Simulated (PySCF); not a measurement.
C4H5F3O.
InChI=1S/C4H5F3O/c1-2-3(8)4(5,6)7/h2H2,1H3

Torsions of this conformer, `[CH3:1][CH2:2][C:3](=[O:4])[C:5]([F:6])([F:7])[F:8]`: C1–C2–C3–O4 -3°, C2–C3–C5–F6 177°.

The closed-shell ground state was solved at several levels (PySCF, density fitting, gas phase, non-relativistic). Geometry: PBE0-D3(BJ)/def2-SVP, one conformer, isolated molecule.

```csv
level,basis functions,total energy (Eh),HOMO (eV),LUMO (eV),gap (eV),dipole (D)
CAM-B3LYP/pcSseg-2,358,-530.2459,-9.80,-0.34,9.46,2.85
PBE0/pcSseg-1,161,-529.6020,-8.27,-1.49,6.78,2.67
wB97X-D/def2-SVPD,212,-529.6661,-10.29,0.26,10.55,2.84
```

Q: What might B3LYP/pcJ-1 (266 basis functions) give for the same quantities?

A: Total energy -530.2011 Eh, HOMO -8.01 eV, LUMO -1.75 eV, gap 6.26 eV, dipole 2.65 D.

Q: Over all these levels, which gives the widest orbital gap and which the narrowest?

A: wB97X-D/def2-SVPD (range-separated hybrid) has the widest, 10.55 eV, and B3LYP/pcJ-1 (global hybrid, 20 % exact exchange) the narrowest, 6.26 eV. Functional and basis both differ between the two, so the spread mixes both effects.

Q: How far do the dipole and the HOMO energy spread over the levels?

A: The dipole runs from 2.65 to 2.85 D (mean 2.75 D) and the HOMO from -10.29 to -8.01 eV.

Note: wB97X-D ran without an empirical dispersion term, which enters the total energy and its gradient alone.
